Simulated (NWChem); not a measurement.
System: CdSiH$_{3}$I; SMILES [SiH3][Cd][I]

The following NWChem deck was run.

```
start job
memory heap 200 mb stack 900 mb global 1100 mb
geometry units angstroms
  Cd     0.223340    -0.354562     1.059535
  I      0.251859     0.559913    -1.537532
  Si    -1.788461    -0.990681     2.419204
  H     -2.489466    -2.111931     1.750464
  H     -2.724865     0.158241     2.442838
  H     -1.569785    -1.394702     3.814909
end
basis spherical
  * library def2-svp
end
ecp
  Cd library def2-ecp
  I library def2-ecp
end
dft
  xc pbe0
  iterations 150
end
driver
  maxiter 120
end
task dft optimize
dft
  grid fine
  convergence energy 1d-8 density 1d-7
end
task dft freq numerical
```

def2 effective core potentials on Cd, I; no spin-orbit coupling.

The level has its own optimisation; frequencies are unscaled.

Task: What results follow from this input? (PBE0/def2-SVP with def2 effective core potentials on Cd, I.) Quantities: r Cd–I (Å); r Cd–Si (Å); r H–Si (Å); highest harmonic frequency (cm⁻¹); lowest (cm⁻¹); zero-point energy (kcal/mol).

Result: The r Cd–I (Å) comes out as 2.623, the r Cd–Si (Å) is 2.505 and the r H–Si (Å) is 1.496. The highest harmonic frequency (cm⁻¹) comes out as 2229. The lowest (cm⁻¹) comes out as 63 and the zero-point energy (kcal/mol) comes out as 15.6.
